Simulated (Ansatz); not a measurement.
Consider the isomerisation: `CC(F)(F)[SiH3]` → `FC[SiH2]CF`.

Calculated with Ansatz (gas phase, PBE0-D4/def2-TZVP geometries, no zero-point term in ΔE). CBS: MP2 limit from def2 TZ/QZ plus the TZ coupled-cluster correction, frozen cores. DFT in def2-TZVPP. Each species was taken in one conformer, which may not be the lowest.

(1) Is it downhill or uphill in electronic energy at CCSD(T)/CBS, and by how much? (Estimate.)

(2) What do these levels give: PBE0, MP2/def2-TZVPP, CCSD/def2-TZVPP, SCS-MP2/def2-QZVPP, MP2/CBS(def2), CCSD/CBS(def2)? (Best estimate.)

Largest T1 diagnostic among the species: 0.012.

Results:

(1) Computed: Uphill: ΔE = +39.7 kJ/mol.

(2) Computed: PBE0 38.5, MP2/def2-TZVPP 41.9, CCSD/def2-TZVPP 39.5, SCS-MP2/def2-QZVPP 38.0, MP2/CBS(def2) 40.3, CCSD/CBS(def2) 37.9 kJ/mol.

In def2-TZVPP, CCSD(T) changes the Hartree–Fock value by +3.5 kJ/mol (the triples alone add +1.8 kJ/mol) and MP2 by +4.1 kJ/mol.
